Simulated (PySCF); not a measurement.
3-methylthietane (C₄H₈S), SMILES CC1CSC1. Atoms are numbered in the order given.

```xyz
13

C      2.2139    -0.1867     0.0000
C      0.8181     0.4179     0.0000
C     -0.1287    -0.0125    -1.1420
S     -1.5628    -0.0674     0.0000
C     -0.1287    -0.0125     1.1420
H      2.7821     0.1275    -0.8907
H      2.7821     0.1275     0.8907
H      2.1639    -1.2882     0.0000
H      0.8847     1.5181     0.0000
H     -0.2351     0.6917    -1.9803
H      0.1070    -1.0135    -1.5384
H     -0.2351     0.6917     1.9803
H      0.1070    -1.0135     1.5384
```
Charge 0, spin multiplicity 1.

Coordinates come from a ωB97X-D3(BJ)/def2-SVP optimisation.

Two levels are set side by side: PBE/pcSseg-1 (PySCF) and HF/pcSseg-1 (PySCF). GIAO shifts against H2S (³³S), TMS (¹H), TMS (¹³C) at the same level; non-relativistic, no solvent, atoms listed together averaged. Differences are taken from unrounded values.

| quantity | PBE |
|---|---|
| δ(¹³C) of C1 (ppm) | 27.0 |
| δ(¹³C) of C2 (ppm) | 42.8 |
| δ(¹³C) of C3, C5 (ppm) | 42.8 |
| δ(³³S) of S4 (ppm) | 198.5 |
| δ(¹H) of H9 (ppm) | 3.68 |

Task: These are the PBE values. What does HF give? (The exact figures need the calculation; the answer reports its results.)

Result: 
| quantity | HF | PBE minus HF |
|---|---|---|
| δ(¹³C) of C1 (ppm) | 24.3 | 2.6 |
| δ(¹³C) of C2 (ppm) | 36.2 | 6.7 |
| δ(¹³C) of C3, C5 (ppm) | 36.3 | 6.6 |
| δ(³³S) of S4 (ppm) | 141.2 | 57.3 |
| δ(¹H) of H9 (ppm) | 3.20 | 0.48 |

Rough cost on one machine, each run with all the roots and properties that it gave: HF against PBE within a factor of 2.
